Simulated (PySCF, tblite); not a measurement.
Isomers of C7H7FO. Level: GFN2-xTB in tblite, geometry and Hessian alike; calculated harmonic values, unscaled, isolated species. Against measured fundamentals such values can be off by several per cent, at times by over 20. One conformer each.

Electronic energies: PBE0/pcSseg-1 single points on the GFN2-xTB geometries (PySCF, gas phase).

```
                     SMILES  electronic energy, lowest = 0 (kJ/mol)
C#C[C@@H]1CC(=O)[C@@H](F)C1                                   175.1
       C#CC1=C[C@@H](F)COC1                                   240.4
              COc1cccc(F)c1                                     0.0
            Fc1ccc(C2CC2)o1                                   109.6
```

Task: How do GFN2-xTB zero-point energies change the relative energies?

Result: 
```tsv
SMILES	ZPE (kJ/mol)	of it from modes above 1550 cm⁻¹	electronic (kJ/mol)	with ZPE, lowest = 0 (kJ/mol)	lowest mode (cm⁻¹)	rings
COc1cccc(F)c1	317.3	146.9	0.0	0.0	99	1
Fc1ccc(C2CC2)o1	320.2	150.0	109.6	112.6	53	2
C#C[C@@H]1CC(=O)[C@@H](F)C1	313.7	151.7	175.1	171.5	49	1
C#CC1=C[C@@H](F)COC1	312.3	149.4	240.4	235.3	89	1
```

The zero-point energies span 7.9 kJ/mol, from `C#CC1=C[C@@H](F)COC1` to `Fc1ccc(C2CC2)o1`. The order is unchanged.

Task: And how do the electronic energies of GFN2-xTB itself compare?

Result: `COc1cccc(F)c1` 0.0; `Fc1ccc(C2CC2)o1` 52.1; `C#C[C@@H]1CC(=O)[C@@H](F)C1` 164.5; `C#CC1=C[C@@H](F)COC1` 206.0 kJ/mol, lowest = 0. Against the energies above, taken from the same isomer `COc1cccc(F)c1`, the largest difference is 57.5 kJ/mol.

Task: What do entropy and thermal enthalpy add at 298.15 K and 1 bar (rigid rotor, harmonic oscillator, one conformer each)?

Result: 
```json
{"SMILES": "COc1cccc(F)c1", "point group": "Cs", "symmetry number": "1", "S (J/(mol K))": "365.0", "H − H(0) (kJ/mol)": "23.37", "ZPE + H − H(0) − TS (kJ/mol)": "231.8"}
{"SMILES": "Fc1ccc(C2CC2)o1", "point group": "Cs", "symmetry number": "1", "S (J/(mol K))": "366.9", "H − H(0) (kJ/mol)": "22.71", "ZPE + H − H(0) − TS (kJ/mol)": "233.6"}
{"SMILES": "C#C[C@@H]1CC(=O)[C@@H](F)C1", "point group": "C1", "symmetry number": "1", "S (J/(mol K))": "382.6", "H − H(0) (kJ/mol)": "24.88", "ZPE + H − H(0) − TS (kJ/mol)": "224.5"}
{"SMILES": "C#CC1=C[C@@H](F)COC1", "point group": "C1", "symmetry number": "1", "S (J/(mol K))": "376.7", "H − H(0) (kJ/mol)": "24.71", "ZPE + H − H(0) − TS (kJ/mol)": "224.7"}
```
